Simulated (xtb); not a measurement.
CdFI, SMILES [F][Cd][I]. All values are semi-empirical tight-binding results from xtb (GFN2-xTB unless named), good for trends rather than for accurate numbers. Geometry: GFN2-xTB.

For metal compounds this method's bond lengths and energies can be far off.

Computed properties:
point group as xtb finds it: Cs
orbital gap: 3.36 eV
zero-point energy: 0.9 kcal/mol
G − E(el) at 298.15 K (modified RRHO): -18.7 kcal/mol
